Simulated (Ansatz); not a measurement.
Ansatz (a first-principles code) input:

Ansatz 0.2 input:
```yaml
crystal:
  periodic: [false, false, false]
  atoms:
    - {symbol: Pt, position_ang: [-0.00000000, -0.00000000, -0.16157079]}
    - {symbol: O, position_ang: [0.00000000, 0.00000000, 1.57531520]}
basis:
  gaussian:
    orbitals: def2-TZVPD
hamiltonian:
  xc: {name: wB97M-V}
total_charge: -1
magnetization: {spin_polarized: true, initial_magnetization: 1}
```

Which total energy does the run end on?

-194.45033 Eh (wB97M-V/def2-TZVPD). The basis has 83 functions.

This state (charge -1, doublet) is run at the relaxed geometry of the species with charge 0 and multiplicity 3.
